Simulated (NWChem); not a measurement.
C3H7NSi; SMILES C[C@@H]1N=C[SiH2]1

```xyz
12

C      0.4876    -1.9408    -0.2804
C      0.0525    -0.7043     0.4792
N     -1.3126    -0.2501     0.0967
C     -1.1665     0.9788    -0.2503
Si     0.6978     1.0456     0.0134
H      0.5319    -1.7565    -1.3653
H      1.4838    -2.2740     0.0484
H     -0.2244    -2.7646    -0.1114
H      0.0579    -0.9133     1.5634
H     -2.0252     1.5847    -0.5745
H      1.2598     1.9525     1.0654
H      1.5598     1.1601    -1.2063
```
Atoms are numbered in this order, from 1.

Program: NWChem. Pople sets run with spherical d functions. Coordinates come from a PBE0/def2-SVP optimisation. No frequency run checked for a minimum. Absolute isotropic GIAO shieldings of the H sites, static isolated molecule, three-fold rotors averaged.

```csv
row,"σ, B3LYP/6-31G* (ppm)","σ, B3LYP/6-311G** (ppm)"
H10,23.59,23.05
H11,26.00,25.65
H12,26.31,26.06
H9,28.25,27.89
H6 (rotor mean),30.56,withheld
```

**Question.** Fit a straight line of the last column on the one before it, predict the withheld value, and compare with the run.

**Answer.** 
1. Means of the 4 shown rows: x = 26.038, y = 25.663. Slope Σ(x − x̄)(y − ȳ)/Σ(x − x̄)² = 11.43/10.96 = 1.043; intercept -1.495.
2. The shown rows scatter about the line by 0.077 (root mean square); the largest residual is +0.11, at H12.
3. At x = 30.56 (H6 (rotor mean); beyond the shown range) the line gives 30.38.
4. The run gives 30.22, -0.16 from the line, 2.1 times the scatter.
